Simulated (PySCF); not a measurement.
Species: C5H4F3P.
Numbering: `[CH2:1]=[CH:2][P:3]1[CH:4]=[C:5]1[C:6]([F:7])([F:8])[F:9]`

Structure used (PBE0-D3(BJ)/def2-SVP), in Å, numbered top down from 1:
```xyz
13
C5H4F3P angstrom
C      2.8835   -0.2312   -0.1962
C      1.6020    0.0260    0.0821
P      0.5021    0.7288   -1.1989
C     -0.8304    1.5168   -0.1995
C     -1.1600    0.3084   -0.5596
C     -2.2202   -0.7203   -0.4317
F     -1.7620   -1.7796    0.2394
F     -3.2821   -0.2487    0.2234
F     -2.6308   -1.1410   -1.6267
H      3.3035   -0.0252   -1.1877
H      3.5641   -0.6587    0.5468
H      1.1891   -0.1920    1.0762
H     -1.1623    2.3977    0.3491
```

Probes without a nucleus sit at each ring's centroid and 1 Å off its mean plane on both sides; NICS is minus the shielding there, NICSzz its component along the normal. Level: GIAO PBE/pcSseg-1 (PySCF, non-relativistic, gas phase) on the PBE0-D3(BJ)/def2-SVP geometry, one conformer.

Ring bond lengths (Å): P3–C4 1.843, C4–C5 1.303, C5–P3 1.830.

Question: What do the NICS probes read (ppm)?

Answer: 
| ring | type | NICS(0) | NICS(1), two faces | NICS(1)zz, two faces | rms pucker (Å) | centre to ring atoms, mean (Å) |
| --- | --- | --- | --- | --- | --- | --- |
| P3–C4–C5 | 3-membered ring with P; formal bonds 1 double, 2 single | -23.8 | -4.7 / -8.5 | -11.2 / -17.8 | 0.00 | 0.96 |

Question: What can be read from them?

Answer: 
- P3–C4–C5: mean NICS(1)zz -14.5 ppm, shielded. A hydrogen on C2, outside the ring, lies 1.70 Å from a NICS(1) probe. The two faces differ by 6.6 ppm, so no symmetry operation interchanges them. NICS(0) lies 17 ppm below the mean NICS(1).

Question: And the bond-length index? HOMA = 1 − mean of α(R − Ropt)² over the ring bonds, with Krygowski's 1993 parameters (CC: Ropt 1.388 Å, α 257.7 Å⁻²; CP: Ropt 1.698 Å, α 118.91 Å⁻²).

Answer: 
- P3–C4–C5: HOMA -1.13; the largest term is that of P3–C4, α(R − Ropt)² = 2.49.

Question: What field does 1 T along the ring normal induce along that normal at the second NICS(1) probe listed for ring P3–C4–C5, 1 Å off the ring?

Answer: NICSzz × B0 = -17.8 ppm × 1 T = -18 μT, against the applied field.

Question: List the ring angles.

Answer: 
- P3–C4–C5: P3 41.6°, C4 68.7°, C5 69.7°; sum 180.0° against 180° for a flat convex ring.

Question: How shielded are the nuclei of the rings and their hydrogens (means over atoms taken as equivalent)?

Answer: 
```csv
atoms,environment,σ isotropic (ppm),"principal values of the symmetric part, first atom (ppm)"
P3,phosphine phosphorus,469.8,"185.7, 276.1, 947.6"
C4,alkene CH carbon,48.0,"-77.6, 45.8, 175.8"
C5,fully substituted alkene carbon,46.2,"-84.4, 68.4, 154.7"
H13,vinylic hydrogen,23.09,"19.9, 24.0, 25.3"
```

Question: How do the values depend on the level or the medium?

Answer: 
```
                                 level  NICS(0), P3–C4–C5  mean NICS(1)zz, P3–C4–C5
                     PBE/pcSseg-1, gas              -23.8                     -14.5
                    PBE0/pcSseg-1, gas              -24.0                     -15.1
        PBE0/pcSseg-1, IEF-PCM benzene              -24.0                     -15.2
PBE0/pcSseg-1, IEF-PCM dichloromethane              -24.1                     -15.3
```

The geometry is the same throughout; the continuum's cavity takes Bondi-type radii × 1.2.

Hardware: one thread, Arm Neoverse V2 (aarch64) (shared host). Cost: 29 s, 0.66 GiB resident at most. This is the whole shielding run at PBE/pcSseg-1, SCF included.
